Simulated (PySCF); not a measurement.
Deuteron quadrupole couplings in `C=CCc1ccco1`

Species: C7H8O.
Z-matrix (Å and degrees, GFN2-xTB geometry), rows numbered from 1:
```
C 
C   1  1.3187
C   2  1.5019  1  124.37
C   3  1.4935  2  110.63  1   122.91
C   4  1.3636  3  131.42  2   -77.23
C   5  1.4170  4  106.28  3   178.35
C   6  1.3588  5  105.89  4    -0.19
O   7  1.3451  6  110.57  5     0.03
H   1  1.0779  2  121.75  3     0.41
H   1  1.0767  2  121.98  3   179.99
H   2  1.0818  1  120.58  3   179.38
H   3  1.0931  2  109.23  1  -118.18
H   3  1.0912  2  109.90  1     1.52
H   5  1.0706  4  126.61  3    -1.91
H   6  1.0708  5  127.01  4   179.87
H   7  1.0720  6  132.18  5   179.72
```

Level: PBE0/pcSseg-1 (PySCF, non-relativistic); Q(2H) = 0.00286 b; rigid geometry, the same for H and D, with no vibrational averaging.

Question: Rank these positions by the coupling χzz of a deuteron there, largest first.
A. H14 (aromatic hydrogen)
B. H9 (vinylic hydrogen)
C. H11 (vinylic hydrogen)
D. H13 (methylene hydrogen)
E. H16 (aromatic hydrogen)

Answer: A (236 kHz), E (230 kHz), B (226 kHz), C (217 kHz), D (204 kHz).

Question: Give the electric field gradient Vzz (the principal value of largest size), its asymmetry and the 2H coupling at each hydrogen.

Answer: 
| atom | bonded to | bond length (Å) | Vzz (au) | η | χzz (kHz) |
| --- | --- | --- | --- | --- | --- |
| H9 | C1 | 1.078 | 0.3361 | 0.06 | 226 |
| H10 | C1 | 1.077 | 0.3386 | 0.05 | 228 |
| H11 | C2 | 1.082 | 0.3234 | 0.06 | 217 |
| H12 | C3 | 1.093 | 0.2995 | 0.01 | 201 |
| H13 | C3 | 1.091 | 0.3034 | 0.02 | 204 |
| H14 | C5 | 1.071 | 0.3510 | 0.07 | 236 |
| H15 | C6 | 1.071 | 0.3507 | 0.06 | 236 |
| H16 | C7 | 1.072 | 0.3423 | 0.11 | 230 |

Question: How does χzz go with the bond length over the 8 C–H bonds?

Answer: A straight-line fit has a slope of -15.1 kHz for each 0.01 Å, with a correlation coefficient of -0.99, over lengths from 1.071 to 1.093 Å. The longer bonds have the smaller couplings here.

Question: A static deuteron (I = 1) shows a doublet split by (3/2)χ, (3/4)χ(1 + η) and (3/4)χ(1 − η) with the field along z, y and x of the gradient. What are these for H14?

Answer: With |χ| = 235.9 kHz and η = 0.069: 354, 189 and 165 kHz, to first order and without motion.

The structure is a single GFN2-xTB conformer in the gas phase; no vibrational or solvent corrections. GFN2-xTB bond lengths can be off by several hundredths of an ångström, more for odd bonds, and the gradients follow them. A larger basis could move these couplings by a tenth or more.

The run behind these numbers computed NMR shieldings as well. Time: 49 s of wall time (grids of density and orbitals included); peak memory 0.79 GiB. Hardware: one thread, Intel Xeon at 2.70 GHz (x86_64), no GPU, on a shared host.
